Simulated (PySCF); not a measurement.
Simulated C 1s region for octane (`C(CC)CCCCC`), binding energy against the vacuum level.

Every computed line was given a Gaussian of 0.5 eV full width at half maximum and an area set by the number of equivalent atoms; the highest printed point is 100. Theory: delta-SCF UKS SCAN, pcX-2 on the ionised atom, pcseg-1 elsewhere, spin-free X2C (PySCF).

(binding energy (eV), intensity): (289.5, 0), (289.6, 1), (289.7, 3), (289.8, 9), (289.9, 21), (290.0, 41), (290.1, 66), (290.2, 89), (290.3, 100), (290.4, 94), (290.5, 75), (290.6, 49), (290.7, 27), (290.8, 12), (290.9, 5), (291.0, 1), (291.1, 0), (291.2, 0)

Problem. Count the maxima, the lines and the sites behind this envelope.

Solution. The curve has 1 maximum (at 290.3 eV). Under it lie 4 lines from 4 inequivalent carbon sites. At this width some lines have no maximum of their own.

Problem. Decompose the envelope and assign each component. Numbering: `[CH3:1][CH2:2][CH2:3][CH2:4][CH2:5][CH2:6][CH2:7][CH3:8]`.

Solution. 
| position (eV) | relative area | line | atoms | environment |
| --- | --- | --- | --- | --- |
| 290.21 | 2 | C 1s | C4/C5 | chain CH2 carbon |
| 290.23 | 2 | C 1s | C3/C6 | chain CH2 carbon |
| 290.38 | 2 | C 1s | C2/C7 | chain CH2 carbon |
| 290.45 | 2 | C 1s | C1/C8 | methyl carbon |

Problem. What are the centre and the root-mean-square width of the whole band?

Solution. The area-weighted mean of the lines is 290.32 eV. Their own spread about it is 0.10 eV (rms) and each Gaussian has σ = 0.5/2.355 = 0.21 eV; the variances add, which gives 0.23 eV.

The 4 C 1s values lie within 0.24 eV of each other; Gaussian lines of 0.5 eV full width would blend them into one maximum.

The curve has no shake-up lines and no vibrational structure. The first atom of each set that the bonding makes equivalent was ionised and stands for the set. Geometry: PBE0-D3(BJ)/def2-SVP, one conformer, isolated molecule.
